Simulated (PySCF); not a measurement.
PySCF job for C₃H₆OSi, SMILES [SiH3][C@@H]1C=CO1, PBE-D3(BJ)/def2-SVP. Geometry optimised at PBE-D3(BJ)/def2-SVP. The structure was generated by enumeration; whether it is a known compound was not checked.

```python
import numpy as np
from pyscf import gto, scf, dft, df
from pyscf.hessian import thermo

mol = gto.M(
    atom='''
    Si    1.61008372    0.23338565   -0.10866162
    C    -0.22236378    0.08755034   -0.62534652
    C    -1.22068009    0.87405510    0.19157228
    C    -1.62401401   -0.31949441    0.69520133
    O    -0.77788220   -1.15346203   -0.01850320
    H     2.14093925    1.56944151   -0.55598814
    H     1.68545905    0.12493584    1.38591868
    H     2.42435440   -0.85228523   -0.75682880
    H    -0.37281492    0.06752377   -1.72688686
    H    -1.46440809    1.93197936    0.32343961
    H    -2.32929679   -0.73396407    1.43107144
    ''',
    basis='def2-SVP',
    charge=0,
    spin=0,
    max_memory=1600,
    verbose=3,
)
mf = dft.RKS(mol, xc='pbe').density_fit(auxbasis='def2-universal-jkfit')
mf.disp = 'd3bj'
mf.grids.level = 3
mf.conv_tol = 1e-11
mf.max_cycle = 100
mf.kernel()

# [left out here: the lines that compute and print the analytic Hessian (its translational invariance restored by hand, since the grid's response is missing), thermochemistry and intensities]
```

It prints:

```
[...]
Mode                                 6                   7                   8
Irrep
Freq [cm^-1]                      662.0172            776.6652            831.2535
Reduced mass [au]                   1.2262              2.4875              1.4432
Force const [Dyne/A]                0.3166              0.8841              0.5875
Char temp [K]                     952.4954           1117.4483           1195.9887
Normal mode                   x     y     z       x     y     z       x     y     z
       0  Si                 0.00  0.01  0.01   -0.02  0.00 -0.05    0.01  0.00 -0.01
       1   C                -0.01 -0.01 -0.01    0.11 -0.00  0.16    0.00  0.00  0.01
       2   C                 0.08 -0.00  0.06   -0.03 -0.00 -0.04    0.05 -0.01  0.04
       3   C                 0.02  0.01  0.03    0.04  0.01  0.04   -0.11 -0.01 -0.10
       4   O                -0.03 -0.01 -0.03   -0.03 -0.01 -0.05    0.01  0.00  0.02
       5   H                 0.08 -0.03 -0.03    0.00  0.03  0.10   -0.03  0.02  0.02
       6   H                 0.12 -0.03  0.00   -0.44 -0.05 -0.02   -0.10  0.00 -0.00
       7   H                -0.13 -0.04 -0.07    0.00 -0.06  0.11   -0.02 -0.02  0.00
       8   H                -0.05  0.08 -0.01    0.29  0.08  0.13    0.07  0.07 -0.00
       9   H                -0.53 -0.05 -0.67   -0.06  0.00 -0.13   -0.06 -0.01 -0.12
      10   H                -0.08  0.00 -0.07    0.03  0.01  0.03    0.54  0.08  0.58
Mode                                 9                  10                  11
Irrep
Freq [cm^-1]                      850.3177            877.0998            900.5855
Reduced mass [au]                   3.8511              1.2071              1.2344
Force const [Dyne/A]                1.6406              0.5471              0.5899
Char temp [K]                    1223.4179           1261.9514           1295.7420
Normal mode                   x     y     z       x     y     z       x     y     z
       0  Si                -0.01  0.01 -0.01    0.05  0.01  0.03    0.00 -0.03  0.00
       1   C                -0.04 -0.16  0.04   -0.00 -0.03 -0.03   -0.01  0.00  0.00
       2   C                -0.01 -0.00  0.01    0.00 -0.01  0.00    0.03 -0.06 -0.03
       3   C                -0.04 -0.00  0.04   -0.01 -0.01  0.02   -0.05 -0.02  0.06
       4   O                 0.05  0.14 -0.06    0.00  0.05 -0.00    0.01  0.05 -0.02
       5   H                 0.12 -0.04  0.01   -0.41  0.05 -0.36    0.12  0.04  0.29
       6   H                 0.16 -0.19 -0.02   -0.49 -0.16  0.03   -0.12  0.62  0.05
       7   H                 0.10 -0.04  0.20   -0.37 -0.13 -0.27   -0.08  0.16 -0.40
       8   H                 0.02 -0.14  0.03   -0.05 -0.07 -0.02   -0.00  0.07  0.00
       9   H                 0.07  0.03 -0.07    0.00 -0.02  0.03    0.22  0.01 -0.18
      10   H                 0.04 -0.20  0.00   -0.04 -0.07 -0.04   -0.06 -0.08  0.01
Mode                                12                  13                  14
Irrep
Freq [cm^-1]                      911.0077            923.4228            940.6230
Reduced mass [au]                   1.1242              1.6121              2.2873
Force const [Dyne/A]                0.5497              0.8099              1.1923
Char temp [K]                    1310.7373           1328.5998           1353.3471
Normal mode                   x     y     z       x     y     z       x     y     z
       0  Si                -0.03  0.00  0.02   -0.00 -0.01  0.01    0.02  0.00  0.02
       1   C                 0.04  0.03 -0.02    0.01 -0.10  0.01   -0.13 -0.02  0.11
       2   C                 0.01 -0.04 -0.01   -0.04  0.10  0.06   -0.02  0.07 -0.03
       3   C                -0.03 -0.01  0.03    0.06  0.03 -0.07    0.04  0.02 -0.04
       4   O                -0.01  0.02  0.01   -0.01 -0.01 -0.01    0.05 -0.07 -0.04
       5   H                 0.36 -0.31 -0.49    0.17 -0.06  0.04    0.06 -0.07 -0.16
       6   H                -0.14 -0.19  0.00   -0.12  0.26  0.03   -0.10 -0.03  0.02
       7   H                 0.33  0.41 -0.23   -0.02  0.16 -0.29    0.06  0.10 -0.11
       8   H                 0.13  0.04 -0.03    0.07 -0.31  0.01   -0.35  0.17  0.14
       9   H                 0.03 -0.03 -0.02   -0.40 -0.01  0.29    0.27  0.16 -0.21
      10   H                -0.03 -0.01  0.03    0.11 -0.00 -0.04    0.06  0.03 -0.01
Mode                                15                  16                  17
Irrep
Freq [cm^-1]                     1025.2332           1095.7534           1133.5051
Reduced mass [au]                   1.5079              1.4924              1.4886
Force const [Dyne/A]                0.9338              1.0558              1.1269
Char temp [K]                    1475.0823           1576.5452           1630.8615
Normal mode                   x     y     z       x     y     z       x     y     z
       0  Si                -0.00  0.00 -0.00    0.01 -0.00 -0.01    0.00  0.00 -0.00
       1   C                -0.00  0.06  0.00   -0.10  0.04 -0.02    0.02 -0.08 -0.08
       2   C                -0.00  0.05  0.02   -0.00  0.03  0.06   -0.05  0.07  0.04
       3   C                 0.06 -0.08 -0.05   -0.04  0.01  0.04   -0.02  0.03  0.02
       4   O                -0.07  0.02  0.05    0.06 -0.05 -0.04    0.01 -0.05  0.04
       5   H                -0.00  0.00  0.00   -0.04  0.02 -0.00    0.01  0.01  0.02
       6   H                 0.00 -0.01 -0.00   -0.07 -0.01  0.00   -0.03  0.01 -0.00
       7   H                 0.01 -0.01  0.02    0.03 -0.01  0.03   -0.03 -0.02 -0.02
       8   H                 0.08 -0.34 -0.00    0.62 -0.37 -0.11    0.33  0.61 -0.14
       9   H                 0.28  0.15 -0.29    0.12  0.08 -0.12    0.09  0.13 -0.05
      10   H                 0.22 -0.51 -0.13   -0.18  0.20  0.01    0.05 -0.32 -0.10
Mode                                18                  19                  20
Irrep
Freq [cm^-1]                     1185.3277           1258.0835           1571.4223
Reduced mass [au]                   2.6397              2.0491              5.1136
Force const [Dyne/A]                2.1851              1.9109              7.4398
Char temp [K]                    1705.4227           1810.1021           2260.9268
Normal mode                   x     y     z       x     y     z       x     y     z
       0  Si                -0.01 -0.00  0.00   -0.00 -0.00  0.00    0.00 -0.00  0.00
       1   C                 0.16 -0.01 -0.05    0.00  0.05  0.01   -0.01  0.01  0.00
       2   C                -0.10  0.05  0.07    0.07  0.03 -0.07   -0.06 -0.16  0.08
       3   C                -0.05  0.01  0.05   -0.10  0.08  0.08    0.04  0.19 -0.06
       4   O                 0.03 -0.04 -0.05    0.03 -0.07 -0.03    0.00 -0.01 -0.00
       5   H                -0.02 -0.01 -0.01   -0.02  0.00 -0.01   -0.01  0.01 -0.01
       6   H                 0.04  0.00 -0.00    0.01 -0.01 -0.00   -0.00 -0.00  0.00
       7   H                -0.02  0.01 -0.02    0.02  0.01  0.01    0.01  0.01  0.00
       8   H                -0.34 -0.25  0.02   -0.10 -0.19  0.03    0.02 -0.07  0.00
       9   H                 0.20  0.17 -0.22   -0.21 -0.05  0.19    0.11 -0.14 -0.09
      10   H                -0.04  0.10  0.12    0.13 -0.54 -0.04    0.18 -0.13 -0.16
Mode                                21                  22                  23
Irrep
Freq [cm^-1]                     2161.5127           2172.3569           2194.3305
Reduced mass [au]                   1.0258              1.0476              1.0480
Force const [Dyne/A]                2.8239              2.9127              2.9733
Char temp [K]                    3109.9355           3125.5379           3157.1530
Normal mode                   x     y     z       x     y     z       x     y     z
       0  Si                 0.02  0.02 -0.01    0.01 -0.04 -0.00   -0.00 -0.00  0.04
       1   C                -0.00  0.00 -0.00   -0.00 -0.00 -0.00   -0.00 -0.00  0.00
       2   C                -0.00 -0.00  0.00    0.00  0.00  0.00   -0.00 -0.00 -0.00
       3   C                 0.00  0.00  0.00    0.00 -0.00 -0.00    0.00  0.00 -0.00
       4   O                 0.00 -0.00  0.00   -0.00  0.00  0.00    0.00  0.00 -0.00
       5   H                -0.30 -0.77  0.26    0.16  0.39 -0.14    0.05  0.12 -0.03
       6   H                -0.01  0.02 -0.23   -0.00 -0.00 -0.15   -0.05  0.07 -0.94
       7   H                -0.22  0.31  0.18   -0.46  0.62  0.37    0.12 -0.17 -0.09
       8   H                 0.01  0.00 -0.00    0.00  0.00 -0.00    0.00  0.00  0.01
       9   H                 0.00  0.00 -0.00   -0.00  0.00  0.00    0.00 -0.00  0.00
      10   H                -0.00 -0.00 -0.00   -0.00  0.00 -0.00    0.00  0.00  0.00
Mode                                24                  25                  26
Irrep
Freq [cm^-1]                     3004.5404           3149.6677           3223.8613
Reduced mass [au]                   1.0855              1.0957              1.1112
Force const [Dyne/A]                5.7736              6.4041              6.8045
Char temp [K]                    4322.8647           4531.6706           4638.4186
Normal mode                   x     y     z       x     y     z       x     y     z
       0  Si                 0.00 -0.00 -0.00    0.00  0.00  0.00   -0.00 -0.00 -0.00
       1   C                -0.01 -0.00 -0.08    0.00  0.00 -0.00   -0.00  0.00  0.00
       2   C                -0.00 -0.00 -0.00    0.01 -0.01 -0.00    0.02 -0.09 -0.01
       3   C                -0.00  0.00  0.00   -0.05 -0.04  0.06    0.01  0.01 -0.02
       4   O                 0.00  0.00 -0.00    0.00 -0.00 -0.00   -0.00  0.00  0.00
       5   H                -0.00 -0.00  0.00   -0.00 -0.00 -0.00    0.00  0.00 -0.00
       6   H                 0.00 -0.00  0.00   -0.00  0.00 -0.00    0.00  0.00  0.00
       7   H                -0.00  0.00  0.00   -0.00 -0.00 -0.00    0.00 -0.00  0.00
       8   H                 0.14  0.02  0.95   -0.00 -0.00  0.01   -0.00 -0.00 -0.01
       9   H                -0.00  0.01  0.00   -0.05  0.20  0.03   -0.20  0.89  0.11
      10   H                -0.01 -0.00  0.01    0.59  0.35 -0.62   -0.12 -0.08  0.13
temperature 298.1500 [K]
pressure 101325.00 [Pa]
Rotational constants [GHz] 9.48120 2.87291 2.54559
Symmetry number 1
Zero-point energy (ZPE) 0.07521 [Eh]   197465.703 [J/mol]
                           tot       elec      trans        rot        vib
Entropy [J/mol/K]       317.035      0.000    164.323    108.540     44.173
Cv [J/mol/K]             90.336      0.000     12.472     12.472     65.392
Cp [J/mol/K]             98.650      0.000     20.786     12.472     65.392
Internal energy [J/mol]                      3718.434   3718.434 205578.324
Internal energy [Eh]   -481.86757  -481.94870
Enthalpy [J/mol]                             6197.391   3718.434 205578.324
Enthalpy [Eh]          -481.86663
Gibbs free energy [J/mol]                  -42795.501 -28642.676 192408.224
Gibbs free energy [Eh] -481.90263
mode   freq/cm-1   IR/(km/mol)
   1      163.46         0.074
   2      175.42         0.608
   3      211.54         1.454
   4      471.06        34.254
   5      536.28        22.982
   6      607.34        38.549
   7      662.02        39.907
   8      776.67        17.838
   9      831.25        20.853
  10      850.32        30.703
  11      877.10       153.178
  12      900.59        31.334
  13      911.01        46.249
  14      923.42        14.626
  15      940.62        16.420
  16     1025.23        50.793
  17     1095.75         5.437
  18     1133.51         7.784
  19     1185.33        12.253
  20     1258.08        10.826
  21     1571.42         9.543
  22     2161.51        81.184
  23     2172.36        97.127
  24     2194.33        75.303
  25     3004.54         8.282
  26     3149.67         5.102
  27     3223.86         1.307
max |gradient| / (hartree/bohr): 0.00010217848465720315
APT charges: [ 0.9669  0.0226 -0.1826  0.282  -0.5778 -0.2375 -0.2107 -0.2438  0.0093
  0.0917  0.0798]
```

The run converged.
